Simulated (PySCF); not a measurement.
OPb (SMILES [O]=[Pb]), singlet, at a GFN2-xTB geometry (such geometries of metal compounds can be far from the true shape) (core potentials on Pb); R2SCAN/def2-SVP (PySCF).

Here is a job for PySCF.
```python
from pyscf import gto, scf, dft

mol = gto.Mole()
mol.atom = '''
    Pb   -0.000000   -0.000000   -0.170633
    O     0.000000    0.000000    1.748993
'''
mol.basis = 'def2-svp'
mol.ecp = {'Pb': 'def2-svp'}
mol.charge = 0
mol.spin = 0
mol.verbose = 4
mol.build()

mf = dft.RKS(mol)
mf.xc = 'r2scan'
mf.kernel()
```

Output, abridged:

```
PySCF version 2.14.0

[INPUT] verbose = 4
[INPUT] num. atoms = 2
[INPUT] num. electrons = 30
[INPUT] charge = 0
[INPUT] spin (= nelec alpha-beta = 2S) = 0
[INPUT] symmetry False subgroup None
[INPUT] Mole.unit = angstrom
[INPUT] Symbol           X                Y                Z      unit          X                Y                Z       unit  Magmom
[INPUT]  1 Pb     0.000000000000   0.000000000000  -0.170633000000 AA    0.000000000000   0.000000000000  -0.322449637813 Bohr   0.0
[INPUT]  2 O      0.000000000000   0.000000000000   1.748993000000 AA    0.000000000000   0.000000000000   3.305117763781 Bohr   0.0

nuclear repulsion = 48.5173617787632
number of shells = 16
number of NR pGTOs = 85
number of NR cGTOs = 40
basis = def2-svp
ecp = {'Pb': 'def2-svp'}

******** <class 'pyscf.dft.rks.RKS'> ********
method = RKS
initial guess = minao
damping factor = 0
level_shift factor = 0
DIIS = <class 'pyscf.scf.diis.CDIIS'>
diis_start_cycle = 1
diis_space = 8
diis_damp = 0
SCF conv_tol = 1e-09
SCF conv_tol_grad = None
SCF max_cycles = 50
direct_scf = True
direct_scf_tol = 1e-13
XC library pyscf.dft.libxc version 7.1.2
    S. Lehtola, C. Steigemann, M. J. T. Oliveira, and M. A. L. Marques,  SoftwareX 7, 1–5 (2018)
XC functionals = r2scan
    J. W. Furness, A. D. Kaplan, J. Ning, J. P. Perdew, and J. Sun,  J. Phys. Chem. Lett. 11, 8208–8215 (2020)
    J. W. Furness, A. D. Kaplan, J. Ning, J. P. Perdew, and J. Sun,  J. Phys. Chem. Lett. 11, 9248–9248 (2020)
    J. W. Furness, A. D. Kaplan, J. Ning, J. P. Perdew, and J. Sun,  J. Phys. Chem. Lett. 11, 8208–8215 (2020)
    J. W. Furness, A. D. Kaplan, J. Ning, J. P. Perdew, and J. Sun,  J. Phys. Chem. Lett. 11, 9248–9248 (2020)
radial grids:
    Treutler-Ahlrichs [JCP 102, 346 (1995); DOI:10.1063/1.469408] (M4) radial grids

becke partition: Becke, JCP 88, 2547 (1988); DOI:10.1063/1.454033
pruning grids: <function nwchem_prune>
grids dens level: 3
symmetrized grids: False
atomic radii adjust function: <function treutler_atomic_radii_adjust>
small_rho_cutoff = 0
Set gradient conv threshold to 3.16228e-05
Initial guess from minao.
tot grids = 37312
init E= -244.24853589901
  HOMO = -0.807851845137966  LUMO = -0.672205434139095  gap/eV = 3.69113
cycle= 1 E= -267.582418409831  delta_E= -23.3  |g|= 1.49  |ddm|= 13.1
  HOMO = -0.120091355490434  LUMO = 0.0096879854132169  gap/eV = 3.53148
cycle= 2 E= -267.75985836856  delta_E= -0.177  |g|= 1.21  |ddm|=  4.8
  HOMO = -0.193988135591435  LUMO = -0.0823188416387653  gap/eV = 3.03868
cycle= 3 E= -267.815972549458  delta_E= -0.0561  |g|= 1.03  |ddm|=    2
  HOMO = -0.241772664427104  LUMO = -0.0970440862670676  gap/eV = 3.93827
cycle= 4 E= -268.037794015314  delta_E= -0.222  |g|= 0.271  |ddm|= 0.857
  HOMO = -0.223481602003586  LUMO = -0.0934839470648012  gap/eV = 3.53742
cycle= 5 E= -268.054405359377  delta_E= -0.0166  |g|= 0.116  |ddm|= 0.317
  HOMO = -0.228059881312752  LUMO = -0.0955969123846767  gap/eV = 3.60450
cycle= 6 E= -268.057597928957  delta_E= -0.00319  |g|= 0.0187  |ddm|= 0.0701
  HOMO = -0.22894815908227  LUMO = -0.0959245854708499  gap/eV = 3.61976
cycle= 7 E= -268.057678775981  delta_E= -8.08e-05  |g|= 0.00436  |ddm|= 0.0104
  HOMO = -0.22924940285804  LUMO = -0.0960566854062785  gap/eV = 3.62436
cycle= 8 E= -268.057683633119  delta_E= -4.86e-06  |g|= 0.000517  |ddm|= 0.00377
  HOMO = -0.229242157352426  LUMO = -0.0960668707801662  gap/eV = 3.62388
cycle= 9 E= -268.057683702917  delta_E= -6.98e-08  |g|= 6.52e-06  |ddm|= 0.000432
  HOMO = -0.229241453249016  LUMO = -0.0960662579053824  gap/eV = 3.62388
cycle= 10 E= -268.057683702931  delta_E= -1.4e-11  |g|= 1.11e-06  |ddm|= 1.05e-05
  HOMO = -0.229241758165733  LUMO = -0.0960662533062356  gap/eV = 3.62389
Extra cycle  E= -268.05768370292  delta_E= 1.14e-11  |g|= 7.06e-06  |ddm|= 5.85e-06
converged SCF energy = -268.05768370292
```
